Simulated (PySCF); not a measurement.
# One molecule, several mistakes: C2GeH7

All numbers below are calculated, not measured. They come from PySCF 2.14.0, an open-source quantum chemistry program, on an isolated molecule that a program drew, which may never have been made. The molecule is C2GeH7 (charge 0, doublet), drawn as the SMILES string `[CH2][CH2][GeH3]`.

Each row is a Hartree-Fock (HF) and frozen-core CCSD(T) single point in the cc-pVDZ basis, meant for a local HF minimum. Run 1 is clean. Each other run has one planted mistake out of seven kinds, and not every kind appears here: one electron removed, one electron added, multiplicity raised by two, geometry at a saddle point, minimal basis STO-3G, one bond length entered in bohr, all coordinates scaled. The reference is restricted for singlets and unrestricted otherwise, and also for a bond in bohr. Adding or removing an electron swaps singlet and doublet. Electrons count all cores. HOMO and LUMO are orbital energies over both spins, the gradient is its largest component, and the lowest frequency (negative if imaginary) is given only where the gradient is small. Bond lengths are over the 9 bonds as drawn. T1 is the CCSD diagnostic: over 0.02 (restricted) or 0.045 (unrestricted) a single reference is doubtful. Germanium has the cc-pVDZ-PP basis, with a core potential (ECP10MDF) in place of its 10 inner electrons, and its 3s, 3p and 3d shells are frozen in CCSD(T).

Geometry of the clean run:
```xyz
10
C2GeH7, angstrom
C     0.1148    0.7337   -1.2297
C     1.1181   -0.2799   -1.6682
Ge    0.5668   -2.1441   -1.2614
H    -0.7524    0.9436   -1.8446
H     0.0814    1.0552   -0.1954
H     1.2876   -0.2268   -2.7468
H     2.0818   -0.1194   -1.1779
H     0.3678   -2.3163    0.2501
H     1.6425   -3.1322   -1.7365
H    -0.7538   -2.4694   -1.9715
```

| run | electrons | basis functions | <S^2> | HOMO (eV) | LUMO (eV) | gradient (hartree/bohr) | lowest frequency (cm^-1) | mean bond (Å) | longest bond (Å) | T1 | HF (hartree) | CCSD(T) (hartree) | mistake |
|---|---|---|---|---|---|---|---|---|---|---|---|---|---|
| 1 | 51 | 86 | 0.764 | -8.84 | 3.44 | 2.7e-05 | 137 | 1.3818 | 1.986 | 0.0116 | -373.13551 | -373.56653 | no fault |
| 2 | 51 | 86 | 1.493 | -9.32 | 2.82 | 2.2e-02 | - | 1.4889 | 2.048 | 0.0498 | -373.01146 | -373.43204 | one bond length entered in bohr |
| 3 | 51 | 86 | 3.771 | -3.25 | -2.34 | 1.7e-01 | - | 1.3818 | 1.986 | 0.0202 | -372.82374 | -373.24622 | ? |
| 4 | 51 | 86 | 0.761 | -8.55 | 3.69 | 5.6e-02 | - | 1.2975 | 1.865 | 0.0112 | -373.09946 | -373.52302 | ? |

**Which mistake was planted in run 3, and what did it cost?**

Electrons, basis and geometry are unchanged, and <S^2> is 3.771, beside S(S+1) = 3.75 for a multiplicity of 4. So the mistake is: multiplicity raised by two. Subtracting run 1 and multiplying by 627.51 kcal/mol a hartree, the energy moved by 195.6 kcal/mol in HF and 201.0 kcal/mol in CCSD(T).

**Which mistake was planted in run 4, and what did it cost?**

The mean and the longest bond both change by the same factor, 0.939, and the gradient is no longer small. So the mistake is: all coordinates scaled. Subtracting run 1 and multiplying by 627.51 kcal/mol a hartree, the energy moved by 22.6 kcal/mol in HF and 27.3 kcal/mol in CCSD(T).

Cautions from the logs. Run 2: T1 is over the limit, so its CCSD(T) energy is less reliable.
